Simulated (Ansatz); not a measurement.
BI₃, 4 atoms. Hardware: 4 threads of Intel Xeon 6975P-C on a shared host.

In the def2 sets I takes a core potential; there is no spin–orbit coupling. Correlated methods freeze 13 core orbitals; core or outer-core shells of I are correlated, in sets that lack core-valence functions. In CCSD on the charge 1 doublet the largest single amplitude is 0.55, so its Hartree–Fock determinant may place the open shell otherwise than the density functionals do.

Task: How many basis functions does each of these Ansatz runs have, and roughly what does it cost? LDA (SPW92)/def2-TZVP, charge 0 singlet, energy, from earlier orbitals; PBE0-D4/def2-TZVP, charge 0 triplet at the geometry of the charge 0 singlet, energy; BHLYP-D4/def2-TZVP, charge 0 singlet, energy, from earlier orbitals; CCSD(T)/def2-SVP, charge 0 singlet, energy, from earlier orbitals; r2SCANh-D4/def2-TZVP, charge 0 singlet, energy, from earlier orbitals; CCSD(T)/def2-SVP, charge 1 doublet at the geometry of the charge 0 singlet, energy, from earlier orbitals; r2SCAN-D4/def2-TZVP, charge 1 doublet at the geometry of the charge 0 singlet, energy, from earlier orbitals; PBE0-D4/def2-SVP, charge 0 singlet, energy, from earlier orbitals; HF/def2-TZVP, charge 0 singlet, energy, from earlier orbitals; ωB97M-V/def2-TZVP, charge 0 singlet, energy, from earlier orbitals; r2SCAN-D4/def2-TZVP, charge 0 singlet, energy, from earlier orbitals; MP2/def2-TZVP, charge 0 singlet, energy, from earlier orbitals.

Result: Other jobs shared the machine, so times can vary by a factor of up to 3. A dash marks memory too small to be measured apart from the calling script's.

| run | functions | fitting or Cholesky vectors | wall time | peak host memory (GiB) |
| --- | --- | --- | --- | --- |
| LDA (SPW92)/def2-TZVP, charge 0 singlet, energy, from earlier orbitals | 181 | 1270 | 0.65 s | – |
| PBE0-D4/def2-SVP, charge 0 singlet, energy, from earlier orbitals | 92 | 1146 | 0.75 s | – |
| HF/def2-TZVP, charge 0 singlet, energy, from earlier orbitals | 181 | 1665 | 1.4 s | 0.55 |
| r2SCAN-D4/def2-TZVP, charge 0 singlet, energy, from earlier orbitals | 181 | 1270 | 1.6 s | – |
| MP2/def2-TZVP, charge 0 singlet, energy, from earlier orbitals | 181 | 1645 | 1.8 s | – |
| BHLYP-D4/def2-TZVP, charge 0 singlet, energy, from earlier orbitals | 181 | 1607 | 2 s | 0.57 |
| r2SCANh-D4/def2-TZVP, charge 0 singlet, energy, from earlier orbitals | 181 | 1270 | 2.1 s | – |
| PBE0-D4/def2-TZVP, charge 0 triplet at the geometry of the charge 0 singlet, energy | 181 | 1423 | 3 s | 0.72 |
| CCSD(T)/def2-SVP, charge 0 singlet, energy, from earlier orbitals | 92 | 1146 | 3.2 s | – |
| ωB97M-V/def2-TZVP, charge 0 singlet, energy, from earlier orbitals | 181 | 1336 | 3.8 s | 0.64 |
| r2SCAN-D4/def2-TZVP, charge 1 doublet at the geometry of the charge 0 singlet, energy, from earlier orbitals | 181 | 1270 | 6 s | – |
| CCSD(T)/def2-SVP, charge 1 doublet at the geometry of the charge 0 singlet, energy, from earlier orbitals | 92 | 1146 | 24 s | 0.99 |
